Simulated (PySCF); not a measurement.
A structure optimised at B3LYP-D3(BJ)/def2-SVP, used in a PySCF frequency run:

```
C
H 1 1.1033
H 1 1.1033 2 105.81
C 1 1.5221 2 112.05 3 -122.38
H 4 1.1007 1 111.22 2 179.40
H 4 1.1007 5 107.64 1 -122.06
H 4 1.1038 5 108.07 6 -116.50
Se 1 1.9625 2 105.48 3 111.49
```
Charge 0, spin multiplicity 2.

**Question.** Write its SMILES, formula and point group.

**Answer.** CC[Se], C2H5Se, Cs

**Question.** What are its rotational constants (standard atomic weights)?

**Answer.** 31.401, 3.6193, 3.3822 GHz
